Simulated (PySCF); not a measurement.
# Solvent effects on NMR parameters

Molfile (atoms numbered from 1):
```
C3H7N3OSi
     RDKit          3D

 15 15  0  0  0  0  0  0  0  0999 V2000
   -2.3211   -1.1156   -0.6548 C   0  0  0  0  0  0  0  0  0  0  0  0
   -1.9168    0.1936   -0.3192 O   0  0  0  0  0  0  0  0  0  0  0  0
   -0.6082    0.3917   -0.2161 C   0  0  0  0  0  0  0  0  0  0  0  0
    0.0352    1.6129    0.1029 C   0  0  0  0  0  0  0  0  0  0  0  0
    1.3372    1.3918    0.1045 N   0  0  0  0  0  0  0  0  0  0  0  0
    1.4656    0.1082   -0.1980 N   0  0  0  0  0  0  0  0  0  0  0  0
    3.0310   -0.7439   -0.3169 Si  0  0  0  0  0  4  0  0  0  0  0  0
    0.3112   -0.5375   -0.3999 N   0  0  0  0  0  0  0  0  0  0  0  0
   -1.9870   -1.8408    0.1048 H   0  0  0  0  0  0  0  0  0  0  0  0
   -1.9052   -1.4217   -1.6284 H   0  0  0  0  0  0  0  0  0  0  0  0
   -3.4164   -1.1019   -0.7031 H   0  0  0  0  0  0  0  0  0  0  0  0
   -0.3941    2.5882    0.3177 H   0  0  0  0  0  0  0  0  0  0  0  0
    4.0707    0.2830   -0.0611 H   0  0  0  0  0  0  0  0  0  0  0  0
    3.0625   -1.8268    0.7034 H   0  0  0  0  0  0  0  0  0  0  0  0
    3.1497   -1.3253   -1.6812 H   0  0  0  0  0  0  0  0  0  0  0  0
  1  2  1  0
  2  3  1  0
  3  4  1  0
  4  5  2  0
  5  6  1  0
  6  7  1  0
  6  8  1  0
  8  3  2  0
  1  9  1  0
  1 10  1  0
  1 11  1  0
  4 12  1  0
  7 13  1  0
  7 14  1  0
  7 15  1  0
M  END
```

GIAO PBE0/pcSseg-1 in PySCF 2.14 on one PBE0-D3(BJ)/def2-SVP conformer, non-relativistic, equivalent nuclei averaged. Solvents enter as an IEF-PCM continuum (chloroform with ε = 4.7) around the gas-phase geometry. Shifts are referred to TMS computed in the same medium.

Gas phase, δ in ppm: C3 169.2, C4 127.0, C1 56.2, Si7 -41.4, H12 7.21, H13/H14/H15 5.12, H9/H10/H11 3.88. Dipole moment 1.49 D.

(1) How does each δ change in the continuum?

(2) Which nuclei move most (in ppm), and what does the model miss?

Results:

(1) 
| atoms | environment | Δδ, chloroform |
| --- | --- | --- |
| C3 | aromatic carbon bearing oxygen | +1.2 |
| C4 | aromatic CH next to a ring nitrogen | +1.3 |
| C1 | methyl carbon bonded to O | +1.0 |
| Si7 | silicon bonded to N, 3 H | +1.4 |
| H12 | hydrogen on an aromatic CH next to a ring nitrogen | +0.19 |
| H13/H14/H15 | hydrogen on a silicon bonded to N | +0.02 |
| H9/H10/H11 | hydrogen on a methyl carbon bonded to O | +0.10 |

Changes are relative to the gas phase. The dipole moment becomes 1.72 D in chloroform.

(2) Si7 (silicon bonded to N, 3 H, +1.4 ppm) in chloroform. A continuum only polarises the solute; specific hydrogen bonds, the anisotropy of aromatic solvents and changes of geometry or conformer are outside it.
